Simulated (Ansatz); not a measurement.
Basis-set extrapolation for C12H10 (`c1ccc(-c2ccccc2)cc1`) (PBE0-D4/def2-TZVP geometry, frozen core, the Gaussian-basis code of Ansatz). Multiplicity 1, RHF reference.

```csv
,def2-TZVPP,def2-QZVPP
HF,-460.413427,-460.432178
MP2 correlation,-1.882855,-2.001148
CCSD(T) correlation,-2.022126,not run
```

Energies in hartree. Use E(X) = E(∞) + A·exp(−7.88·√X) for Hartree–Fock and E(X) = E(∞) + B·X^(−2.97) for correlation, with X = 3 and 4, and add CCSD(T) minus MP2 of the smaller set to the MP2 limit.

**Question.** What is the CCSD(T) energy at the basis-set limit?

**Answer.** HF limit: -460.432178 + (-0.018751) × 0.13774 = -460.43476. MP2 limit: -2.001148 + (-0.118293) × 0.74074 = -2.08877. Higher-order term: -2.022126 − (-1.882855) = -0.13927. Total: -462.66280 hartree, 142.6 kcal/mol below CCSD(T)/def2-TZVPP.
